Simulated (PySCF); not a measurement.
Compound: C5H12OSi3.
Numbering: `[CH2:1]=[CH:2][Si@@H:3]1[CH2:4][C:5](=[CH2:6])[SiH2:7][SiH2:8][O:9]1`

Structure used (GFN2-xTB), in Å, numbered top down from 1:
```xyz
21
C5H12OSi3 angstrom
C      2.4619    0.6859    1.0439
C      2.2519    0.6331   -0.2618
Si     1.0879   -0.5808   -1.1048
C     -0.5285    0.3306   -1.5892
C     -1.2618    0.7839   -0.3627
C     -1.2023    2.0455    0.0490
Si    -2.1281   -0.5829    0.6278
Si    -0.5016   -2.1858    0.9832
O      0.6884   -1.7656   -0.0637
H      1.9769   -0.0056    1.7145
H      3.1241    1.4049    1.5029
H      2.7659    1.3432   -0.8979
H      1.6930   -1.2840   -2.2357
H     -0.2995    1.1812   -2.2328
H     -1.1563   -0.3548   -2.1617
H     -0.6628    2.8064   -0.4968
H     -1.7025    2.3744    0.9445
H     -3.2577   -1.0631   -0.1929
H     -2.7055    0.0196    1.8384
H     -0.8126   -3.5671    0.6015
H      0.1603   -2.2024    2.2938
```

Probes without a nucleus sit at each ring's centroid and 1 Å off its mean plane on both sides; NICS is minus the shielding there, NICSzz its component along the normal. Level: GIAO PBE0/pcSseg-1 (PySCF, non-relativistic, gas phase) on the GFN2-xTB geometry, one conformer.

Ring bond lengths (Å), with Mayer bond orders in brackets: Si3–C4 1.918 (0.84), C4–C5 1.499 (1.03), C5–Si7 1.897 (0.85), Si7–Si8 2.311 (0.90), Si8–O9 1.640 (0.89), O9–Si3 1.627 (0.93).

Problem. What do the NICS probes read (ppm)?

Solution. 
```tsv
ring	type	NICS(0)	NICS(1), two faces	NICS(1)zz, two faces	rms pucker (Å)	centre to ring atoms, mean (Å)
Si3–C4–C5–Si7–Si8–O9	6-membered ring with O and 3 Si; formal bonds all single	-1.7	-0.8 / -2.4	4.1 / 2.1	0.24	1.76
```

Problem. What do they say, and how far can they be read as aromaticity?

Solution. 
- Si3–C4–C5–Si7–Si8–O9: mean NICS(1)zz 3.1 ppm, deshielded. Si3, C4, Si7, Si8 have four or more neighbours, and the NICS criterion for π rings isn't applied.

Problem. What field does 9.4 T along the ring normal induce along that normal at the second NICS(1) probe listed for ring Si3–C4–C5–Si7–Si8–O9, 1 Å off the ring?

Solution. NICSzz × B0 = 2.1 ppm × 9.4 T = 20 μT, along the applied field.

Problem. List the ring angles and the Hirshfeld charges of the ring atoms.

Solution. 
- Si3–C4–C5–Si7–Si8–O9: Si3 107.5° (+0.422 e), C4 110.4° (-0.166 e), C5 115.6° (-0.082 e), Si7 105.0° (+0.233 e), Si8 103.6° (+0.319 e), O9 140.7° (-0.303 e); sum 682.8° against 720° for a flat convex ring.
